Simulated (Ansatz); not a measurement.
F2Ga2H6N2 (`[F][Ga@H-]1[NH2+][Ga@@H-]([F])[NH2+]1`), 12 atoms. Charge 0, multiplicity 1. Correlated methods include outer-core shells of Ga, which these sets cover unevenly. Scalar relativity is left out up to krypton. All runs use 8 threads of an Intel Xeon 6975P-C on a shared host. Correlated methods freeze the cores.

(1) Give the basis size and wall time and peak host memory of each of these runs in Ansatz. RKS SPW92 (LDA)/def2-TZVPP energy; RKS PBE0-D4/def2-SVP energy; RHF-CCSD(T)/def2-SVP energy; direct RPA on PBE orbitals/def2-TZVPP energy; RKS ωB97X-V/def2-TZVPP energy; RKS PBE0-D4/def2-TZVP frequencies; RKS PBE0-D4/def2-TZVP relaxation (9 steps); RKS ωB97M-V/def2-SVP energy; RHF-MP2/def2-TZVPP energy; RKS B2PLYP (frozen core)/def2-TZVPP energy; RKS PBE0-D4/def2-QZVPP energy; RKS PBE-QIDH (frozen core)/def2-TZVPP energy. (Best estimate.)

Results:

(1) Ansatz gave: Other jobs shared the machine, so times are rough.

| level | job | functions | wall time | peak host memory (GiB) |
| --- | --- | --- | --- | --- |
| RKS SPW92 (LDA)/def2-TZVPP | energy | 304 | 0.8 s | 0.56 |
| RKS PBE0-D4/def2-SVP | energy | 150 | 0.85 s | 0.5 |
| RKS ωB97M-V/def2-SVP | energy | 150 | 2.5 s | 0.71 |
| RHF-MP2/def2-TZVPP | energy | 304 | 2.8 s | 1.1 |
| direct RPA on PBE orbitals/def2-TZVPP | energy | 304 | 3.2 s | 0.97 |
| RKS B2PLYP (frozen core)/def2-TZVPP | energy | 304 | 3.4 s | 1.1 |
| RKS PBE-QIDH (frozen core)/def2-TZVPP | energy | 304 | 3.6 s | 1.1 |
| RKS ωB97X-V/def2-TZVPP | energy | 304 | 4 s | 1.5 |
| RKS PBE0-D4/def2-QZVPP | energy | 586 | 6.5 s | 3.7 |
| RHF-CCSD(T)/def2-SVP | energy | 150 | 6.5 s | 1.4 |
| RKS PBE0-D4/def2-TZVP | relaxation (9 steps) | 256 | 21 s | 1.1 |
| RKS PBE0-D4/def2-TZVP | frequencies | 256 | 120 s | 1.1 |
